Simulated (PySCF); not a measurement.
C₂H₆N, charge -1, singlet, geometry from GFN2-xTB, with bond 8-3 at 3.0 times its length; PySCF with PBE0/STO-3G.

The PySCF input:
```python
from pyscf import gto, scf, dft

mol = gto.Mole()
mol.atom = '''
    C     0.068388   -0.343447    1.280013
    N    -0.020316    0.577285    0.030283
    C    -0.014644   -0.232449   -1.156616
    H     0.074469    0.429802    2.123582
    H    -1.001283   -0.749206    1.345617
    H     0.851123    1.116069    0.047208
    H     0.820505   -0.966737   -1.224493
    H     0.085432    1.653410   -3.879361
    H    -0.943784   -0.811711   -1.180078
'''
mol.basis = 'sto-3g'
mol.charge = -1
mol.spin = 0
mol.verbose = 4
mol.build()

mf = dft.RKS(mol)
mf.xc = 'pbe0'
mf.kernel()
mo_i, mo_e, stable_i, stable_e = mf.stability(internal=True, external=True, return_status=True, nroots=6, tol=1e-6)
print('internally stable:', stable_i, ' externally stable:', stable_e)
if not stable_e:
    umf = mf.to_uhf() if not hasattr(mf, 'xc') else mf.to_uks()
    umf.scf_summary = {}
    umf.kernel(umf.make_rdm1(mo_e, umf.mo_occ))
mf.analyze()
```

Output, abridged:

```
PySCF version 2.14.0

[INPUT] verbose = 4
[INPUT] num. atoms = 9
[INPUT] num. electrons = 26
[INPUT] charge = -1
[INPUT] spin (= nelec alpha-beta = 2S) = 0
[INPUT] symmetry False subgroup None
[INPUT] Mole.unit = angstrom
[INPUT] Symbol           X                Y                Z      unit          X                Y                Z       unit  Magmom
[...]
nuclear repulsion = 72.1956078847475
number of shells = 15
number of NR pGTOs = 63
number of NR cGTOs = 21
basis = sto-3g
ecp = {}

******** <class 'pyscf.dft.rks.RKS'> ********
method = RKS
initial guess = minao
damping factor = 0
level_shift factor = 0
DIIS = <class 'pyscf.scf.diis.CDIIS'>
diis_start_cycle = 1
diis_space = 8
diis_damp = 0
SCF conv_tol = 1e-09
SCF conv_tol_grad = None
SCF max_cycles = 50
direct_scf = True
direct_scf_tol = 1e-13
XC library pyscf.dft.libxc version 7.1.2
    S. Lehtola, C. Steigemann, M. J. T. Oliveira, and M. A. L. Marques,  SoftwareX 7, 1–5 (2018)
XC functionals = pbe0
    C. Adamo and V. Barone,  J. Chem. Phys. 110, 6158 (1999)
    M. Ernzerhof and G. E. Scuseria,  J. Chem. Phys. 110, 5029 (1999)
radial grids:
    Treutler-Ahlrichs [JCP 102, 346 (1995); DOI:10.1063/1.469408] (M4) radial grids

becke partition: Becke, JCP 88, 2547 (1988); DOI:10.1063/1.454033
pruning grids: <function nwchem_prune>
grids dens level: 3
symmetrized grids: False
atomic radii adjust function: <function treutler_atomic_radii_adjust>
small_rho_cutoff = 0
Set gradient conv threshold to 3.16228e-05
Initial guess from minao.
tot grids = 100992
init E= -132.341765075498
cycle= 1 E= -132.13689670571  delta_E= 0.205  |g|= 0.41  |ddm|= 3.61
cycle= 2 E= -131.651726100954  delta_E= 0.485  |g|= 1.09  |ddm|= 2.85
cycle= 3 E= -131.640345398609  delta_E= 0.0114  |g|= 0.416  |ddm|= 2.87
cycle= 4 E= -131.984504893408  delta_E= -0.344  |g|= 0.507  |ddm|= 3.05
cycle= 5 E= -131.978250737358  delta_E= 0.00625  |g|= 0.539  |ddm|= 2.66
cycle= 6 E= -131.693512544998  delta_E= 0.285  |g|= 0.485  |ddm|= 0.895
cycle= 7 E= -131.686977081448  delta_E= 0.00654  |g|= 0.483  |ddm|= 0.0257
cycle= 8 E= -131.683610432359  delta_E= 0.00337  |g|= 0.482  |ddm|= 0.0137
cycle= 9 E= -131.671789202838  delta_E= 0.0118  |g|= 0.473  |ddm|= 0.0572
cycle= 10 E= -131.859970279303  delta_E= -0.188  |g|= 0.686  |ddm|= 2.96
cycle= 11 E= -132.044254176722  delta_E= -0.184  |g|= 0.375  |ddm|= 2.06
cycle= 12 E= -132.210104281576  delta_E= -0.166  |g|= 0.187  |ddm|= 1.18
cycle= 13 E= -132.20189439674  delta_E= 0.00821  |g|= 0.232  |ddm|= 0.932
cycle= 14 E= -132.178670619364  delta_E= 0.0232  |g|=  0.3  |ddm|= 0.155
cycle= 15 E= -132.235584630196  delta_E= -0.0569  |g|= 0.0275  |ddm|= 0.679
cycle= 16 E= -132.229493248888  delta_E= 0.00609  |g|=  0.1  |ddm|= 0.281
cycle= 17 E= -132.235385678514  delta_E= -0.00589  |g|= 0.0317  |ddm|= 0.149
cycle= 18 E= -132.236068930845  delta_E= -0.000683  |g|= 0.0016  |ddm|= 0.076
cycle= 19 E= -132.236070701463  delta_E= -1.77e-06  |g|= 2.96e-05  |ddm|= 0.00358
cycle= 20 E= -132.236070701801  delta_E= -3.38e-10  |g|= 1.54e-05  |ddm|= 9.31e-05
Extra cycle  E= -132.236070676294  delta_E= 2.55e-08  |g|= 0.000193  |ddm|= 0.000484
SCF not converged.
SCF energy = -132.236070676294
rhf_internal: lowest eigs of H = [0.67194326 0.89828505 1.02101924 1.2105966  1.30927919 1.49934852]
<class 'pyscf.dft.rks.RKS'> wavefunction is stable in the internal stability analysis
rhf_real2complex: lowest eigs of H = [0.00693615 0.02261423 0.15691104 0.24004656 0.27267049 0.28526491]
<class 'pyscf.dft.rks.RKS'> wavefunction is stable in the real -> complex stability analysis
rhf_external: lowest eigs of H = [-0.14734525 -0.08064761  0.10801696  0.2222774   0.23672569  0.2596204 ]
<class 'pyscf.dft.rks.RKS'> wavefunction has an RHF/RKS -> UHF/UKS instability
internally stable: True  externally stable: False

******** <class 'pyscf.dft.uks.UKS'> ********
method = UKS
initial guess = minao
damping factor = 0
level_shift factor = 0
DIIS = <class 'pyscf.scf.diis.CDIIS'>
diis_start_cycle = 1
diis_space = 8
[...]
    M. Ernzerhof and G. E. Scuseria,  J. Chem. Phys. 110, 5029 (1999)
radial grids:
    Treutler-Ahlrichs [JCP 102, 346 (1995); DOI:10.1063/1.469408] (M4) radial grids

becke partition: Becke, JCP 88, 2547 (1988); DOI:10.1063/1.454033
pruning grids: <function nwchem_prune>
grids dens level: 3
symmetrized grids: False
atomic radii adjust function: <function treutler_atomic_radii_adjust>
small_rho_cutoff = 0
Set gradient conv threshold to 3.16228e-05
init E= -132.117686736195
cycle= 1 E= -131.948339301424  delta_E= 0.169  |g|= 0.405  |ddm|= 1.79
cycle= 2 E= -131.13518896083  delta_E= 0.813  |g|= 0.798  |ddm|= 2.53
cycle= 3 E= -131.702344989707  delta_E= -0.567  |g|= 0.376  |ddm|= 1.28
cycle= 4 E= -132.084371355718  delta_E= -0.382  |g|= 0.246  |ddm|= 2.07
cycle= 5 E= -132.037178777981  delta_E= 0.0472  |g|= 0.354  |ddm|= 1.79
cycle= 6 E= -131.888171243743  delta_E= 0.149  |g|= 0.411  |ddm|= 0.331
cycle= 7 E= -131.651168115874  delta_E= 0.237  |g|= 0.329  |ddm|= 0.576
cycle= 8 E= -132.125098644987  delta_E= -0.474  |g|= 0.165  |ddm|= 2.13
cycle= 9 E= -132.212961168784  delta_E= -0.0879  |g|= 0.19  |ddm|= 1.61
cycle= 10 E= -132.249745762433  delta_E= -0.0368  |g|= 0.134  |ddm|= 0.301
cycle= 11 E= -132.258215710974  delta_E= -0.00847  |g|= 0.111  |ddm|= 0.12
cycle= 12 E= -132.265613398646  delta_E= -0.0074  |g|= 0.0875  |ddm|= 0.145
cycle= 13 E= -132.266355231293  delta_E= -0.000742  |g|= 0.0884  |ddm|= 0.0357
cycle= 14 E= -132.26811183047  delta_E= -0.00176  |g|= 0.0659  |ddm|= 0.0732
cycle= 15 E= -132.270449769931  delta_E= -0.00234  |g|= 0.0566  |ddm|= 0.0694
cycle= 16 E= -132.269977112435  delta_E= 0.000473  |g|= 0.0616  |ddm|= 0.0121
cycle= 17 E= -132.253765942321  delta_E= 0.0162  |g|= 0.202  |ddm|= 0.848
cycle= 18 E= -132.276740450274  delta_E= -0.023  |g|= 0.105  |ddm|= 0.184
cycle= 19 E= -132.285559603322  delta_E= -0.00882  |g|= 0.00646  |ddm|= 0.219
cycle= 20 E= -132.285881283652  delta_E= -0.000322  |g|= 0.00391  |ddm|= 0.0765
cycle= 21 E= -132.286282521969  delta_E= -0.000401  |g|= 0.0107  |ddm|= 0.142
cycle= 22 E= -132.286398191481  delta_E= -0.000116  |g|= 0.0101  |ddm|= 0.0394
cycle= 23 E= -132.286552038934  delta_E= -0.000154  |g|= 0.00224  |ddm|= 0.0523
cycle= 24 E= -132.285643431312  delta_E= 0.000909  |g|= 0.0205  |ddm|= 0.274
cycle= 25 E= -132.286682860245  delta_E= -0.00104  |g|= 0.00113  |ddm|= 0.204
cycle= 26 E= -132.286696359275  delta_E= -1.35e-05  |g|= 0.00271  |ddm|= 0.0598
cycle= 27 E= -132.286709173819  delta_E= -1.28e-05  |g|= 0.000215  |ddm|= 0.011
cycle= 28 E= -132.286709820553  delta_E= -6.47e-07  |g|= 5.41e-05  |ddm|= 0.0056
cycle= 29 E= -132.286709860218  delta_E= -3.97e-08  |g|= 1.46e-05  |ddm|= 0.0013
cycle= 30 E= -132.286709862693  delta_E= -2.48e-09  |g|= 3.09e-06  |ddm|= 0.000551
cycle= 31 E= -132.286709862789  delta_E= -9.58e-11  |g|= 3.56e-06  |ddm|= 7.06e-05
Extra cycle  E= -132.286709862682  delta_E= 1.07e-10  |g|= 1.16e-05  |ddm|= 3.74e-05
converged SCF energy = -132.286709862682  <S^2> = 0.93699349  2S+1 = 2.1789846
**** SCF Summaries ****
Total Energy =                        -132.236070676293565
Nuclear Repulsion Energy =              72.195607884747460
One-electron Energy =                 -327.703334529406902
Two-electron Energy =                  123.271655968365877
Two-electron Coulomb Energy =          143.423853989236335
DFT Exchange-Correlation Energy =      -20.152198020870451
**** MO energy ****
[...]
 ** Mulliken pop on meta-lowdin orthogonal AOs  **
 ** Mulliken pop  **
[...]
 ** Mulliken atomic charges  **
charge of    0C =     -0.27044
charge of    1N =     -0.16112
charge of    2C =     -0.17987
charge of    3H =     -0.06058
charge of    4H =     -0.04365
charge of    5H =      0.09274
charge of    6H =     -0.00584
charge of    7H =     -0.35808
charge of    8H =     -0.01315

WARN: System has nonzero charge -1; the dipole moment is origin-dependent.
Location of origin: [0. 0. 0.]

Dipole moment(X, Y, Z, Debye):  0.26159, -1.93914,  5.64796
```

The run did not converge; its last values are not results.
